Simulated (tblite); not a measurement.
Species: 2-thiophenesulfonyl chloride, C4H3ClO2S2.
Atom-mapped SMILES: `[O:1]=[S:2](=[O:3])([Cl:4])[c:5]1[cH:6][cH:7][cH:8][s:9]1` (hydrogens: H10 on C6; H11 on C7; H12 on C8)

Cartesian coordinates in Å at the GFN2-xTB level; atoms count from 1:
```xyz
12
C4H3ClO2S2 angstrom
O     -2.380   -0.022    1.857
S     -2.073   -0.157    0.472
O     -2.608   -1.245   -0.276
Cl    -2.707    1.551   -0.442
C     -0.347   -0.041    0.227
C      0.384   -0.530   -0.811
C      1.749   -0.205   -0.674
C      1.998    0.523    0.451
S      0.581    0.826    1.373
H     -0.046   -1.098   -1.615
H      2.506   -0.498   -1.378
H      2.944    0.897    0.790
```

Level: GFN2-xTB in tblite, geometry and Hessian alike; calculated harmonic values, unscaled, isolated species. Against measured fundamentals such values can be off by several per cent, at times by over 20. One conformer, not necessarily the lowest.

Harmonic wavenumbers (cm⁻¹): 30.2, 72.9, 96.9, 226.7, 258.1, 297.4, 330.1, 346.0, 425.8, 505.6, 520.3, 535.8, 658.5, 742.0, 759.0, 827.3, 847.9, 853.1, 987.2, 1069.3, 1085.1, 1145.2, 1172.1, 1297.8, 1337.7, 1418.5, 1533.3, 3141.5, 3152.8, 3167.3.

A = 1950, B = 761.1, C = 733.5 MHz; mass 181.926 u (most abundant isotopes); point group C1, symmetry number 1.

Problem. Zero-point energy?

Solution. ½Σν̃ = 14421 cm⁻¹ = 172.51 kJ/mol.

Problem. What is S at 273.15 K and 1 bar for an ideal gas of classical rigid rotors and harmonic oscillators?

Solution. Translation 171.93, rotation 124.72, vibration 97.15: S = 393.8 J/(mol K).

Problem. And Cp and H(273.15 K) − H(0)?

Solution. Cp = 131.63 J/(mol K), of which vibrations give 98.37 (their classical limit is 30 R = 249.4); H(273.15 K) − H(0) = 22.73 kJ/mol without the zero-point energy, 13.65 from vibrations.

Problem. What must be added to the electronic energy to get the Gibbs energy at 273.15 K and 1 bar?

Solution. ZPE + [H(273.15 K) − H(0)] − T·S = 172.51 + 22.73 − 107.57 = 87.67 kJ/mol.

Problem. Which modes carry the vibrational entropy at 273.15 K?

Solution. 30.2 cm⁻¹: 23.61; 72.9 cm⁻¹: 16.32; 96.9 cm⁻¹: 14.00; 226.7 cm⁻¹: 7.32; 258.1 cm⁻¹: 6.37; 297.4 cm⁻¹: 5.38 J/(mol K); the other 24 give 24.15 together.

Problem. Blend soft modes into free rotors: weight 1/[1 + (100 cm⁻¹/ν̃)⁴] for the oscillator and the rest for a rotor with moment μB/(μ + B), μ = h/(8π²ν), B = 10⁻⁴⁴ kg m². What vibrational entropy results?

Solution. 86.40 J/(mol K) in place of 97.15, which changes −T·S at 273.15 K by +2.94 kJ/mol.

Problem. How do the functions run with temperature in this model?

Solution. 
```csv
T (K),S (J/(mol K)),Cp (J/(mol K)),H − H(0) (kJ/mol),G − H(0) (kJ/mol),ln q(vib)
150,328.8,88.4,9.11,-40.21,2.96
250,382.5,124.0,19.77,-75.85,5.17
298.15,405.7,139.5,26.12,-94.83,6.23
400,450.7,167.4,41.81,-138.49,8.44
600,526.3,204.1,79.31,-236.45,12.57
900,615.2,233.3,145.42,-408.28,18.11
```

q(vib) and H(0) count from the zero-point level.

Hindered rotation and anharmonicity are outside this model. Other conformers, if any are populated, would add a mixing term that is left out. The structure is chiral; the term R ln 2 for an equal mix with its mirror image is left out.
